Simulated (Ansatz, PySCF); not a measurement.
Complex: C2H4 (SMILES C=C) (first 6 atoms) with H2Se (SMILES [SeH2]); geometry from B3LYP-D3(BJ)/def2-TZVP.
(charge 0, multiplicity 1):
```
atom    x (Å)    y (Å)    z (Å)
----  -------  -------  -------
C     -0.3035   0.6400  -0.0660
C      0.1092  -0.6154   0.0346
H     -1.3482   0.8867  -0.2121
H      0.3853   1.4733  -0.0029
H      1.1531  -0.8620   0.1842
H     -0.5804  -1.4488  -0.0249
Se     0.3662   0.4488   3.4435
H     -1.0024  -0.0137   3.1838
H      0.1212   0.4924   4.8959
```

Monomers are frozen at their geometry in the pair; levels with a basis set take the counterpoise correction.

Programs: Ansatz (a program for electronic structure); PySCF for the dispersion terms. Each number belongs to the level named beside it.

### Question
One of these levels gives -0.72 kcal/mol for the interaction energy. Which one is it?
A. CAM-B3LYP-D3(BJ)/def2-TZVPPD
B. SVWN5/def2-TZVPPD
C. PBE/def2-TZVPPD
D. revPBE-D3(BJ)/def2-TZVPPD

### Answer
C, PBE/def2-TZVPPD. The others give -2.70 (SVWN5/def2-TZVPPD), -1.90 (revPBE-D3(BJ)/def2-TZVPPD), -1.60 (CAM-B3LYP-D3(BJ)/def2-TZVPPD)
